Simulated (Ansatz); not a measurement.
YCl₃, relaxed as a singlet with RKS PBE-D4/def2-SVP in Ansatz, starting from the GFN2-xTB geometry. Force threshold 0.02 eV/Å.

In the def2 sets Y takes a core potential; there is no spin–orbit coupling.

Start:

| atom | x (Å) | y (Å) | z (Å) |
| --- | --- | --- | --- |
| Y1 | -0.902 | 0.415 | 0.013 |
| Cl2 | 1.133 | 1.679 | -0.236 |
| Cl3 | -0.219 | -1.220 | -1.619 |
| Cl4 | -0.011 | -0.874 | 1.842 |

| step | energy (eV) | largest force component (eV/Å) | SCF passes |
| --- | --- | --- | --- |
| 1 | -38590.4559 | 1.109 | 23 |
| 2 | -38590.8429 | 0.760 | 30 |
| 3 | -38590.9725 | 0.611 | 29 |
| 4 | -38591.0879 | 0.254 | 29 |
| 5 | -38591.1195 | 0.068 | 28 |
| 6 | -38591.1267 | 0.013 | 30 |
| 7 | -38591.1271 | 0.019 | 25 |

Force components are those of the run's own axes.

End:

```xyz
4

Y    -0.002    0.001    0.000
Cl    1.011    2.207   -0.282
Cl   -0.631   -1.315   -1.962
Cl   -0.378   -0.894    2.243
```

By distances, no bond broke or formed. The bond that changes most is Y1–Cl4, from 2.41 to 2.44 Å (atoms count from 1).

The force fell under the threshold at step 6, but the optimiser went on. No frequencies were taken in this run, so the end may be a saddle point.

Hardware: 4 threads of Arm Neoverse V1 on a shared host. Wall time 8 s.
